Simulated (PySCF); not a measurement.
Species: trimethylborane, C3H9B.
Numbering: `[CH3:1][B:2]([CH3:3])[CH3:4]` (hydrogens: H5, H6, H7 on C1; H8, H9, H10 on C3; H11, H12, H13 on C4)

Method: PBE0-D3(BJ)/def2-SVP geometry optimisation, gas phase (PySCF); density fitting, grid level 1; the optimiser is geomeTRIC in internal coordinates, started from a GFN2-xTB structure with every atom displaced at random (about 0.01 Å).

Step 0: E = -3926.9418 eV
```
atom  x, y, z in Å  |  force x, y, z in eV/Å
C1     -0.2912    1.6140   -0.1588   -0.358   0.631  -0.582
B2      0.1263    0.1222   -0.1119    0.586  -0.080   0.120
C3      1.6364   -0.2630   -0.0063    0.347   0.142   0.209
C4     -0.9327   -1.0053   -0.1365   -1.983   1.040   0.420
H5     -0.7269    1.9193    0.7941   -0.189  -0.014   0.516
H6      0.4923    2.3396   -0.3855    0.392   0.072   0.018
H7     -1.0979    1.8074   -0.8856   -0.129  -0.156  -0.030
H8      1.9562   -0.2214    1.0504   -0.213   0.000   0.198
H9      2.3186    0.4351   -0.4941    0.142   0.275  -0.298
H10     1.8746   -1.2704   -0.3342    0.064  -0.525  -0.183
H11    -1.9552   -0.6772    0.2106    0.669  -0.059  -0.345
H12    -1.0834   -1.3501   -1.1544    0.033  -0.154  -0.748
H13    -0.7150   -1.8734    0.4372    0.637  -1.171   0.704
```

Step 1: E = -3927.0605 eV
```
atom  x, y, z in Å  |  force x, y, z in eV/Å
C1     -0.3039    1.6293   -0.1719    0.062  -0.056   0.065
B2      0.1499    0.1185   -0.1116   -0.114   0.037  -0.036
C3      1.6715   -0.2694   -0.0171    0.009  -0.026  -0.071
C4     -0.9708   -0.9927   -0.1132    0.155  -0.177   0.095
H5     -0.7562    1.8873    0.8052    0.015  -0.030   0.000
H6      0.4931    2.3579   -0.3706    0.064   0.035  -0.005
H7     -1.1134    1.7797   -0.9028   -0.063  -0.013  -0.054
H8      1.9289   -0.2327    1.0582   -0.014   0.000   0.086
H9      2.3482    0.4477   -0.5064   -0.010   0.013  -0.024
H10     1.9138   -1.2900   -0.3530   -0.041   0.004   0.012
H11    -1.9567   -0.6257    0.2007   -0.106   0.017   0.028
H12    -1.0850   -1.3330   -1.1622    0.045   0.028   0.019
H13    -0.7173   -1.9000    0.4697   -0.001   0.166  -0.114
```

Q: Estimate the geometry and energy of step 2. (The exact step hangs on the optimiser's Hessian estimate; all steps are aligned on step 1, rigid shifts and turns removed.)

A: E = -3927.0645 eV, largest force 0.077 eV/Å
```
atom  x, y, z in Å  |  force x, y, z in eV/Å
C1     -0.3005    1.6323   -0.1723    0.013   0.013  -0.012
B2      0.1440    0.1220   -0.1130   -0.061   0.046  -0.011
C3      1.6628   -0.2688   -0.0180    0.046  -0.026  -0.010
C4     -0.9674   -0.9937   -0.1113   -0.010  -0.023   0.055
H5     -0.7484    1.8872    0.8072    0.001  -0.008   0.004
H6      0.5027    2.3573   -0.3707   -0.001  -0.009   0.001
H7     -1.1131    1.7851   -0.9031    0.000   0.001   0.007
H8      1.9165   -0.2286    1.0607   -0.014   0.003   0.001
H9      2.3409    0.4436   -0.5129   -0.005  -0.007  -0.002
H10     1.8954   -1.2930   -0.3482   -0.007  -0.005   0.008
H11    -1.9622   -0.6413    0.2040    0.013  -0.021  -0.014
H12    -1.0709   -1.3307   -1.1616    0.014   0.012  -0.012
H13    -0.6975   -1.8945    0.4641    0.010   0.022  -0.017
```

The energy changes by -0.0040 eV. The first-order estimate −F·Δx gives -0.0063 eV and the mean of the old and new forces, exact on a quadratic surface, -0.0040 eV. The step makes an angle of 70° with the force vector and moves no atom by more than 0.021 Å.

What follows is the cost of the whole optimisation. Time: 13 s of wall time; peak memory 0.42 GiB. Hardware: one thread of an Arm Neoverse V2, on a shared host.
